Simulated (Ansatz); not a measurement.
Consider the redistribution: `BOCC` + `CC[Se]B(O)O` → `CBOCC` + `C[Se]B(O)O`.

Isolated molecules relaxed with PBE0-D4/def2-TZVP in Ansatz; ΔE leaves out vibrations. CBS: MP2 limit from def2 TZ/QZ plus the TZ coupled-cluster correction, frozen cores. DFT in def2-TZVPP. B3LYP here is the variant with VWN-RPA as its local correlation; programs differ in this. For Se outer-core shells are correlated without core-valence functions, which leaves a few kJ/mol of doubt a bond. Scalar relativity is left out up to krypton. Each species was taken in one conformer, which may not be the lowest.

Q: Is it downhill or uphill in electronic energy at CCSD(T)/CBS, and by how much? (Estimate.)

A: The calculation gave: Downhill: ΔE = -11.0 kcal/mol.

Q: What do these levels give: r2SCAN-D4, PBE0-D4, B3LYP-D4, ωB97X-V, B2PLYP, PBE0, HF/def2-TZVPP, MP2/def2-TZVPP, SCS-MP2/def2-TZVPP, CCSD(T)/def2-TZVPP, HF/def2-QZVPP, MP2/def2-QZVPP? (Estimate.)

A: The calculation gave: r2SCAN-D4 -12.6, PBE0-D4 -12.1, B3LYP-D4 -11.6, ωB97X-V -11.4, B2PLYP -11.8, PBE0 -12.6, HF/def2-TZVPP -11.9, MP2/def2-TZVPP -10.7, SCS-MP2/def2-TZVPP -10.4, CCSD(T)/def2-TZVPP -11.0, HF/def2-QZVPP -11.9, MP2/def2-QZVPP -10.7 kcal/mol.

Largest T1 diagnostic among the species: 0.013.

The D4 term adds +1.0 kcal/mol with B3LYP and +0.5 kcal/mol with PBE0; it sums over pairs of atoms, weighted by their polarisabilities, and B3LYP, whose exchange is more repulsive, gets the larger term. In def2-TZVPP, CCSD(T) changes the Hartree–Fock value by +0.9 kcal/mol (the triples alone add +0.3 kcal/mol) and MP2 by +1.2 kcal/mol.
